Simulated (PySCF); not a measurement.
Input file for PySCF: R-BP86/6-31G* on CH7GaO (a complex), monomers drawn apart or pushed together.

```python
from pyscf import gto, scf, dft, mp
from pyscf.data.elements import chemcore

mol = gto.M(
    atom='''
    Ga   -0.06008883   -0.85086794    0.70335088
    H    -1.29184569    0.02847900    0.26727584
    H    -0.34587416   -2.20267583    1.47657984
    H     1.33152400   -0.68724886   -0.02212534
    C    -0.36016449    0.41047962    3.88084628
    O     0.52113779    0.45777438    2.74341057
    H    -0.43227681   -0.60430258    4.27414249
    H    -1.33475270    0.73030563    3.52203316
    H    -0.00997290    1.09788554    4.65084670
    H     1.41879055    0.22595184    3.00873705
    ''',
    basis='6-31g*',
    cart=True,
    charge=0, spin=0, verbose=3, max_memory=1800)
mf = dft.RKS(mol, xc='b88,p86')
mf.conv_tol = 1e-8
mf.max_cycle = 100
mf.kernel()
if not mf.converged:
    mf = mf.newton().run(mf.mo_coeff, mf.mo_occ)
```

The log:

```
converged SCF energy = -2042.34278052487
```

The run converged.

Cost: about 2.3 core-seconds (a rough figure).
